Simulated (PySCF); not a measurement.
**Electron correlation in Ga⁺ (gallium, charge +1)**

[Ar] 3d9 4s2 4p1, one real determinant (an excited configuration). Calculation: PySCF 2.14, in ANO-RCC-VTZP (6s5p3d1f, 43 functions); scalar relativity by spin-free X2C-1e. Frozen: [Ne]; 20 electrons correlated.

MP2 pair energies summed by pair of shells (mhartree):

| pair | energy | share (%) |
| --- | --- | --- |
| 3d-3d | -263.07 | 47.4 |
| 3p-3d | -132.60 | 23.9 |
| 3d-4s | -40.12 | 7.2 |
| 3p-3p | -30.19 | 5.4 |
| 3s-3d | -25.48 | 4.6 |
| 4s-4s | -17.95 | 3.2 |
| 4s-4p | -13.11 | 2.4 |
| 3s-3p | -10.94 | 2.0 |
| 3d-4p | -9.84 | 1.8 |
| 3p-4s | -7.46 | 1.3 |
| 3s-3s | -1.89 | 0.3 |
| 3p-4p | -1.78 | 0.3 |
| 3s-4s | -0.50 | 0.1 |
| 3s-4p | -0.19 | 0.0 |

Total MP2 correlation energy: -555.13 mhartree.

Same-spin part -192.84 and opposite-spin part -362.29 mhartree; SCS-MP2 scales them by 1/3 and 6/5 to -499.03 mhartree.

The basis was made for the ground configuration and has no added diffuse functions, which can raise the energy of the promoted electron.

The reference is one real determinant that mixes LS terms of this configuration.
